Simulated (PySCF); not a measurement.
Te(I)(SiH3) (H₃ISiTe), SMILES [SiH3][Te]I. Atoms are numbered in the order given.

```xyz
6

Te     0.7481    -0.9835     0.0000
I     -0.2020     1.6070     0.0000
Si    -1.5841    -1.9649     0.0000
H     -1.3766    -3.4419     0.0000
H     -2.3194    -1.5400    -1.2207
H     -2.3194    -1.5400     1.2207
```

Coordinates come from a B3LYP-D3(BJ)/def2-SVP optimisation. The def2 effective core potentials stand for the cores of I, Te; spin–orbit coupling is left out.

These are r2SCAN/def2-TZVPD (PySCF) values and carry that method's errors.

Mulliken values depend strongly on the basis, most of all with diffuse functions as here. ESP charges are fitted to the potential on shells at 1.4 to 2.0 van der Waals radii. Atomic charges (e):

```
atom  ESP fit  Mulliken
----  -------  --------
Te1      0.00      0.06
I2      -0.06     -0.11
Si3     -0.05      0.10
H4       0.08     -0.05
H5       0.02      0.00
H6       0.02      0.00
```
